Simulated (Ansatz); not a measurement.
Consider the ligand exchange at the Si–C bond: `C[Si](O)(O)Br` + dimethylamine → `CN(C)[Si](O)(O)Br` + CH₄.

Computed with Ansatz on PBE0-D4/def2-TZVP structures; ΔE is electronic, products minus reactants. CBS: MP2 limit from def2 TZ/QZ plus the TZ coupled-cluster correction, frozen cores. This one scheme is used for every species. DFT in def2-TZVPP. B3LYP here is the variant with VWN-RPA as its local correlation; programs differ in this. For Br outer-core shells are correlated without core-valence functions, which leaves a few kJ/mol of doubt a bond. Scalar relativity is left out up to krypton. One conformer a species, not always the lowest.

```csv
level,ΔE (kcal/mol),difference from CCSD(T)/CBS
B3LYP-D4,-17.9,-0.7
r2SCAN0-D4,-17.2,0.0
ωB97X-V,-16.7,0.5
ωB97M-V,-16.9,0.3
B2PLYP,-16.6,0.6
PBE,-14.2,3.0
BLYP,-14.4,2.8
r2SCAN,-16.5,0.7
CAM-B3LYP,-16.1,1.1
RPA@PBE/def2-TZVPP,-17.2,0.0
MP2/def2-SVP,-18.8,-1.6
CCSD(T)/def2-SVP,-18.1,-0.9
HF/def2-TZVPP,-15.6,1.6
MP2/def2-QZVPP,-18.2,-1.0
HF/CBS(def2),-15.7,1.5
MP2/CBS(def2),-18.1,-0.9
CCSD(T)/CBS,-17.2,0
```

Largest T1 diagnostic among the species: 0.010.

In def2-TZVPP, CCSD(T) changes the Hartree–Fock value by −1.9 kcal/mol (the triples alone add −0.4 kcal/mol) and MP2 by −2.7 kcal/mol. The D4 term adds −2.7 kcal/mol with B3LYP and −1.6 kcal/mol with PBE0; it sums over pairs of atoms, weighted by their polarisabilities, and B3LYP, whose exchange is more repulsive, gets the larger term. From BLYP to BHLYP (50 % exact exchange), in def2-TZVPP and without D4, ΔE moves by −1.6 kcal/mol.
